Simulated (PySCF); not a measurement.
Calculation: PBE-D3(BJ)/def2-TZVP // CAM-B3LYP-D3(BJ)/def2-TZVP in PySCF 2.14.0. All species are isolated molecules in the gas phase. Excitations are Tamm–Dancoff values on a coarser integration grid. The basis has no diffuse functions, so Rydberg states are missing or too high.

Reference species (SMILES): `NB` (neutral, multiplicity 1).

The HOMO comes out as -7.34 eV and the dipole moment comes out as 2.08 D. The brightest of the four lowest singlets (TDA) is 8.30 eV. The T1 excitation (TDA) is 5.80 eV.

After one change: the HOMO rises by 1.11 eV; the dipole moment drops by 0.68 D; the brightest of the four lowest singlets (TDA) decreases by 2.55 eV; the T1 excitation (TDA) falls by 1.37 eV.

What was changed between the two runs? The new species is one of these.
A. `[NH2][AlH2]`
B. `[CH2]=[SnH2]`
C. `C=[SiH2]`
D. `[CH2]=[GeH2]`

A, `[NH2][AlH2]`
